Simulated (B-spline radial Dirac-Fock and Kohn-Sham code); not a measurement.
**X-ray scattering factor of Tl³⁷⁺**

System: Tl³⁷⁺, [Kr] 4d8.

Input of the calculation (task.json; shells as n, l, electrons):

```json
{"items": [{
  "Z": 81,
  "q": 37,
  "cfg": [[1, 0, 2], [2, 0, 2], [2, 1, 6], [3, 0, 2], [3, 1, 6], [3, 2, 10], [4, 0, 2], [4, 1, 6], [4, 2, 8]],
  "A": 205,
  "rrms": 5.4759,
  "do": ["scatter"],
  "s": [0.0, 0.05, 0.1, 0.15, 0.2, 0.25, 0.3, 0.35, 0.4, 0.45, 0.5, 0.6, 0.7, 0.8, 0.9, 1.0, 1.1, 1.2, 1.4, 1.6, 1.8, 2.0, 2.5, 3.0, 3.5, 4.0, 5.0, 6.0],
  "pz": [0, 0.1, 0.2, 0.3, 0.4, 0.5, 0.6, 0.8, 1.0, 1.2, 1.4, 1.6, 1.8, 2.0, 2.5, 3.0, 4.0, 5.0, 7.0, 10.0, 15.0, 20.0, 30.0, 40.0, 60.0, 100.0],
  "hv_scatter": [1000, 2000, 10000, 17479.3, 20000, 30000, 50000, 500000]
}]}
```

Command: `python xray_run.py task.json out`

The computed values come from a B-spline atomic structure program: relativistic Hartree-Fock (Dirac-Fock) wave functions, averaged over the configuration. f₀ is the Fourier transform of the spherical electron density, S the Waller-Hartree incoherent function, and s = sin θ/λ.

| s (Å⁻¹) | f₀ | S |
| --- | --- | --- |
| 0 | 44.000 | 0.000 |
| 0.05 | 43.940 | 0.050 |
| 0.1 | 43.762 | 0.198 |
| 0.15 | 43.468 | 0.441 |
| 0.2 | 43.061 | 0.775 |
| 0.25 | 42.547 | 1.192 |
| 0.3 | 41.932 | 1.684 |
| 0.35 | 41.225 | 2.243 |
| 0.4 | 40.433 | 2.859 |
| 0.45 | 39.567 | 3.521 |
| 0.5 | 38.636 | 4.220 |
| 0.6 | 36.623 | 5.691 |
| 0.7 | 34.478 | 7.207 |
| 0.8 | 32.283 | 8.719 |
| 0.9 | 30.109 | 10.194 |
| 1 | 28.018 | 11.616 |
| 1.1 | 26.057 | 12.979 |
| 1.2 | 24.255 | 14.283 |
| 1.4 | 21.185 | 16.725 |
| 1.6 | 18.805 | 18.955 |
| 1.8 | 16.988 | 20.968 |
| 2 | 15.565 | 22.757 |
| 2.5 | 12.812 | 26.331 |
| 3 | 10.434 | 28.997 |
| 3.5 | 8.389 | 31.128 |
| 4 | 6.855 | 32.892 |
| 5 | 5.171 | 35.623 |
| 6 | 4.370 | 37.603 |

f₀ starts at the number of electrons, 44, and has fallen to half at s ≈ 1.35 Å⁻¹. The sum of ⟨r²⟩ over the electrons is 3.243 bohr².
